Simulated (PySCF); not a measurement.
PySCF input file for Be2H2, SMILES [BeH][BeH], PBE0/pcJ-2. Geometry optimised at PBE0-D3(BJ)/def2-TZVPD.

```python
import numpy as np
from pyscf import gto, scf, dft
from pyscf.prop.ssc import rks as ssc

mol = gto.M(
    atom='''
    H     0.00000000    0.00000000   -2.39694392
    Be    0.00000000    0.00000000   -1.05137126
    Be    0.00000000    0.00000000    1.05137126
    H     0.00000000    0.00000000    2.39694392
    ''',
    basis='pcJ-2',
    charge=0,
    spin=0,
    max_memory=1600,
    verbose=3,
)
mf = dft.RKS(mol, xc='pbe0')
mf.grids.level = 3
mf.conv_tol = 1e-10
mf.max_cycle = 100
mf.kernel()
j = ssc.SSC(mf)
j.with_fcsd = True
j.max_cycle_cphf = 80
j.conv_tol = 1e-7
e11 = j.kernel()
```

It prints:

```
converged SCF energy = -30.5616841185801
Reduced spin-spin coupling constant K (Hz)
               #0        #1        #2        #3
        0 H    0.00000
        1 Be  10.51047   0.00000
        2 Be   2.59511  20.83971   0.00000
        3 H    0.18733   2.59510  10.51048   0.00000
Spin-spin coupling constant J (Hz)
               #0        #1        #2        #3
        0 H    0.00000
        1 Be -46.08308   0.00000
        2 Be -11.37824  12.84032   0.00000
        3 H    5.84485 -11.37821 -46.08312   0.00000
```

The run converged.
